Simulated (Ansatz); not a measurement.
`FC[CH2][GeH2][F]` + H–F → `FCCF` + `[F][GeH3]`  (substitution at a C–Ge bond)

Calculated with Ansatz (gas phase, PBE0-D4/def2-TZVP geometries, no zero-point term in ΔE). CBS: MP2 limit from def2 TZ/QZ plus the TZ coupled-cluster correction, frozen cores. This one scheme is used for every species. Functionals use def2-TZVPP. For Ge outer-core shells are correlated without core-valence functions, which leaves a few kJ/mol of doubt a bond. Scalar relativity is left out up to krypton. One conformer a species, not always the lowest.

`FC[CH2][GeH2][F]`:

Cartesian coordinates in Å:
```
F -0.636 -2.469 0.556
C 0.012 -1.397 -0.039
C -0.495 -0.103 0.538
Ge 0.375 1.456 -0.242
F 0.070 1.364 -1.960
H -0.176 -1.456 -1.115
H 1.084 -1.527 0.139
H -1.570 -0.006 0.366
H -0.327 -0.077 1.619
H 1.905 1.437 -0.096
H -0.241 2.779 0.233
```

H–F:

```xyz
2

F    -0.437    0.123    0.072
H     0.437   -0.123   -0.072
```

`FCCF`:

Cartesian coordinates in Å:
```
F 0.393 -0.217 -1.699
C -0.275 0.321 -0.620
C 0.177 -0.314 0.658
F 1.456 0.085 0.980
H -0.084 1.398 -0.603
H -1.347 0.144 -0.756
H -0.492 -0.012 1.471
H 0.171 -1.404 0.569
```

`[F][GeH3]`:

```xyz
5

F     1.337   -0.577    0.778
Ge   -0.074    0.032   -0.043
H    -0.585    1.208    0.798
H     0.396    0.467   -1.436
H    -1.074   -1.129   -0.097
```

CCSD(T)/CBS gives +0.91 eV.

Question: Another level gave +0.78 eV. Which?
A. SCS-MP2/def2-TZVPP
B. HF/def2-TZVPP
C. r2SCAN/def2-TZVPP
D. PBE0-D4/def2-TZVPP

Answer: D. PBE0-D4 0.78, SCS-MP2/def2-TZVPP 0.85, HF/def2-TZVPP 0.51, r2SCAN 0.72 eV.

Largest T1 diagnostic among the species: 0.012.

In def2-TZVPP, CCSD(T) changes the Hartree–Fock value by +0.34 eV (the triples alone add +0.03 eV) and MP2 by +0.47 eV. From PBE to PBE0 (25 % exact exchange), in def2-TZVPP and without D4, ΔE moves by +0.03 eV. The D4 term adds +0.09 eV with B3LYP and +0.05 eV with PBE0; it sums over pairs of atoms, weighted by their polarisabilities, and B3LYP, whose exchange is more repulsive, gets the larger term.

B3LYP here is the variant with VWN-RPA as its local correlation; programs differ in this.
